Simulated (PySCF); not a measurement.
Fill in the blanks.

C₃H₆F₃NSi.
InChI=1S/C3H6F3NSi/c4-3(5,6)1-2-7-8/h2H,1H2,8H3/b7-2+

Conformer (atom-mapped SMILES and torsion angles): `[F:1][C:2]([F:3])([F:4])[CH2:5]/[CH:6]=[N:7]/[SiH3:8]`: F1–C2–C5–C6 180°, C2–C5–C6–N7 129°.

```json
{"property": "point group of the GFN2-xTB geometry", "level": "GFN2-xTB", "value": "C1"}
{"property": "rotational constants A, B, C of the GFN2-xTB geometry", "level": "GFN2-xTB", "value": "4.612, 0.654, 0.652 GHz"}
{"property": "dipole moment", "level": "PBE0/def2-SVPD", "value": "?"}
{"property": "HOMO energy", "level": "PBE0/def2-SVPD", "value": "-7.37 eV"}
{"property": "LUMO energy", "level": "PBE0/def2-SVPD", "value": "-1.09 eV"}
{"property": "lowest singlet excitation", "level": "TDDFT PBE0/def2-SVPD", "value": "?"}
{"property": "strongest line among the 6 lowest singlet transitions", "level": "TDDFT PBE0/def2-SVPD", "value": "S6 at 7.52 eV (165 nm, f = 0.376)"}
{"property": "lowest triplet excitation (Tamm–Dancoff)", "level": "TDA PBE0/def2-SVPD", "value": "3.59 eV"}
{"property": "static isotropic polarisability", "level": "PBE0/def2-SVPD", "value": "75.3 au"}
{"property": "electronic spatial extent ⟨r²⟩ about the centre of nuclear charge", "level": "PBE0/def2-SVPD", "value": "1675 bohr²"}
{"property": "13C chemical shifts (computed TMS as zero) by class", "level": "GIAO PBE0/pcSseg-1", "value": "171.3 (1 C), 134.6 (1 C), 53.2 (1 C) ppm"}
{"property": "1H chemical shifts (computed TMS as zero) by class", "level": "GIAO PBE0/pcSseg-1", "value": "?"}
{"property": "isotropic shieldings of nuclei other than C and H, by class", "level": "GIAO PBE0/pcSseg-1", "value": "?"}
```

Electronic properties: PySCF, gas phase, density fitting. NMR classes are plain means over equivalent atoms (diastereotopic ones count apart unless rotation or inversion swaps them), as if these changed places fast; in this geometry the members of some classes differ.

(1) Give the isotropic shieldings of nuclei other than C and H, by class.

(2) Give the 1H chemical shifts (computed TMS as zero) by class.

(3) What is the dipole moment?

(4) The lowest singlet excitation?

Answers

(1) -130 (1 N), 250 (3 F), 407 (1 Si) ppm.

(2) 8.74 (1 H), 5.00 (3 H), 3.15 (2 H) ppm.

(3) 1.87 D.

(4) 4.22 eV (294 nm, f = 0.000).

The vertical singlet–triplet gap S1 − T1 is 0.63 eV (TDDFT singlet less Tamm–Dancoff triplet; S1: HOMO→LUMO, weight 0.99; T1: HOMO→LUMO, weight 0.98). A dipole of 1.87 D is allowed in C1, and pure rotational transitions are dipole-allowed. In atomic units the dipole is 0.74 e·bohr (1 au = 2.5417 D). The polarisability is 11.17 Å³ as a volume (1 au = 0.148185 Å³), or 1.05 au for each of the 72 electrons.

One conformer stands for the species.
